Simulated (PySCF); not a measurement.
C7H10O.
SMILES: `OC[C@]12C[C@@H]3[C@H](C1)[C@@H]32`

The closed-shell SCF was solved with PySCF and density fitting under several settings on one GFN2-xTB geometry (grid level 2 and gas phase unless stated).

```tsv
settings	basis functions	SCF cycles	E (Eh)	HOMO (eV)	LUMO (eV)	dipole (D)
OPBE/def2-SVPD	243	14	-347.5392	-5.96	-0.13	1.70
OLYP/6-31G, IEF-PCM water	92	14	-347.6486	-5.47	1.45	2.34
```

**Question.** Estimate the row for these settings: KT2/STO-3G, grid level 3.

**Answer.** 
```csv
settings,basis functions,SCF cycles,E (Eh),HOMO (eV),LUMO (eV),dipole (D)
"KT2/STO-3G, grid level 3",50,13,-349.5055,-2.52,5.98,1.25
```

**Question.** Over all rows, what range does the HOMO–LUMO gap span?

**Answer.** From 5.83 eV (OPBE/def2-SVPD) to 8.50 eV (KT2/STO-3G, grid level 3). The functional of the narrowest has no exact exchange, that of the widest no exact exchange.

Whole jobs, the steps after the SCF included, on Arm Neoverse N1, one thread, on a shared host:

```
                 settings                                               work after the SCF  wall time  peak memory
           OPBE/def2-SVPD       6 singlets by TDA, 5 Tamm–Dancoff triplets, polarisability       75 s     0.79 GiB
OLYP/6-31G, IEF-PCM water                        25 singlets by full TDDFT, polarisability       29 s     0.62 GiB
 KT2/STO-3G, grid level 3  shieldings, ring-centre shieldings, charges and field gradients       17 s     0.48 GiB
```

Cycle counts include a coarse-grid stage where the run had one. KT2 was designed for NMR shieldings or shifts; total energies of different functionals aren't comparable. One conformer (not necessarily the lowest) at the GFN2-xTB geometry, without vibrations or thermal averaging.

Shape of the structure used: `[OH:1][CH2:2][C@:3]12[CH2:4][C@@H:5]3[C@H:6]([CH2:7]1)[C@H:8]23`: O1–C2–C3–C4 65°, H–O1–C2–C3 53°.
